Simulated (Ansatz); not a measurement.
# Molecular dynamics, step by step

Si₃N₂H₁₁O, doublet, PBE0-D4/def2-SVP (Ansatz 0.2.0). Settings (timestep in fs, temperature in K; T counts 45 degrees of freedom):

```yaml
hamiltonian: {xc: pbe0, dispersion: d4}
md: {n_steps: 80, timestep: 1.0, temperature: 200, ensemble: nve, seed: 933, initial_velocities: maxwell_boltzmann}
```

Start, the saddle point found with PBE0-D4 in triple zeta (not stationary at another level):

Si1  (0.830, 0.264, 1.079)
N2  (0.733, -1.047, -0.274)
Si3  (0.347, -0.527, -1.908)
N4  (-0.529, 1.297, 0.603)
Si5  (-2.204, 0.895, 0.692)
H6  (0.373, -0.499, 2.273)
H7  (1.936, -1.113, 0.117)
O8  (2.604, -0.656, 1.049)
H9  (0.224, -1.875, 0.020)
H10  (1.195, 0.655, -2.194)
H11  (0.686, -1.629, -2.846)
H12  (-1.088, -0.191, -2.067)
H13  (-0.301, 2.275, 0.506)
H14  (-2.861, 1.308, 1.965)
H15  (-2.300, -0.588, 0.591)
H16  (-2.977, 1.506, -0.425)
H17  (3.334, -0.075, 0.819)
(Å)

```tsv
step	time (fs)	potential energy less the start (meV)	kinetic energy (meV)	T (K)
0	0.00	0.0	387.8	200
5	5.00	109.6	279.7	144
10	10.00	103.6	286.2	148
15	15.00	-67.8	455.0	235
20	20.00	-117.8	506.7	261
25	25.00	-174.6	559.6	289
30	30.00	-353.1	736.2	380
35	35.00	-407.3	793.1	409
40	40.00	-292.3	680.2	351
45	45.00	-260.8	653.6	337
50	50.00	-357.5	752.3	388
55	55.00	-367.2	758.6	391
60	60.00	-394.5	777.0	401
65	65.00	-398.7	781.0	403
70	70.00	-347.7	736.2	380
75	75.00	-322.9	715.2	369
80	80.00	-331.4	724.6	374
```

Step 55, positions (Å) and forces (eV/Å):

```json
{"atom": "Si1", "x": "0.642", "y": "0.150", "z": "1.036", "Fx": "0.165", "Fy": "-0.708", "Fz": "0.521"}
{"atom": "N2", "x": "0.512", "y": "-1.091", "z": "-0.210", "Fx": "0.457", "Fy": "0.574", "Fz": "0.469"}
{"atom": "Si3", "x": "0.224", "y": "-0.448", "z": "-1.801", "Fx": "0.495", "Fy": "-0.525", "Fz": "-0.500"}
{"atom": "N4", "x": "-0.580", "y": "1.313", "z": "0.626", "Fx": "-0.322", "Fy": "-0.102", "Fz": "-0.030"}
{"atom": "Si5", "x": "-2.292", "y": "0.964", "z": "0.543", "Fx": "0.004", "Fy": "-0.192", "Fz": "-0.163"}
{"atom": "H6", "x": "0.454", "y": "-0.596", "z": "2.355", "Fx": "0.017", "Fy": "0.314", "Fz": "-0.328"}
{"atom": "H7", "x": "2.850", "y": "-1.049", "z": "0.354", "Fx": "1.341", "Fy": "0.779", "Fz": "1.444"}
{"atom": "O8", "x": "3.467", "y": "-0.733", "z": "1.098", "Fx": "-0.941", "Fy": "0.047", "Fz": "-1.692"}
{"atom": "H9", "x": "0.326", "y": "-2.050", "z": "0.056", "Fx": "0.043", "Fy": "-0.126", "Fz": "-0.093"}
{"atom": "H10", "x": "0.972", "y": "0.854", "z": "-1.891", "Fx": "-0.150", "Fy": "-0.163", "Fz": "-0.061"}
{"atom": "H11", "x": "0.842", "y": "-1.409", "z": "-2.827", "Fx": "-0.487", "Fy": "0.409", "Fz": "0.311"}
{"atom": "H12", "x": "-1.239", "y": "-0.231", "z": "-1.998", "Fx": "0.001", "Fy": "-0.001", "Fz": "-0.368"}
{"atom": "H13", "x": "-0.298", "y": "2.281", "z": "0.652", "Fx": "0.059", "Fy": "0.363", "Fz": "0.014"}
{"atom": "H14", "x": "-2.971", "y": "1.704", "z": "1.654", "Fx": "-0.229", "Fy": "0.023", "Fz": "-0.188"}
{"atom": "H15", "x": "-2.402", "y": "-0.517", "z": "0.801", "Fx": "-0.076", "Fy": "0.245", "Fz": "-0.091"}
{"atom": "H16", "x": "-2.895", "y": "1.276", "z": "-0.826", "Fx": "0.104", "Fy": "0.016", "Fz": "0.592"}
{"atom": "H17", "x": "3.784", "y": "0.149", "z": "0.794", "Fx": "-0.480", "Fy": "-0.954", "Fz": "0.163"}
```

Last step (80):

Si1  (0.549, 0.127, 1.074)
N2  (0.448, -1.053, -0.183)
Si3  (0.173, -0.465, -1.851)
N4  (-0.681, 1.343, 0.703)
Si5  (-2.375, 1.020, 0.492)
H6  (0.337, -0.544, 2.375)
H7  (3.372, -1.047, 0.354)
O8  (4.004, -0.840, 1.129)
H9  (0.777, -1.977, 0.043)
H10  (0.946, 0.797, -2.081)
H11  (0.560, -1.554, -2.777)
H12  (-1.260, -0.138, -2.200)
H13  (-0.398, 2.315, 0.762)
H14  (-3.303, 1.784, 1.416)
H15  (-2.575, -0.444, 0.713)
H16  (-2.883, 1.410, -0.846)
H17  (3.957, 0.148, 1.188)
(Å)

Hardware: 4 CPU threads of an AMD EPYC 7R13, shared host. Wall time 5.1 min; peak host memory 0.9 GiB.
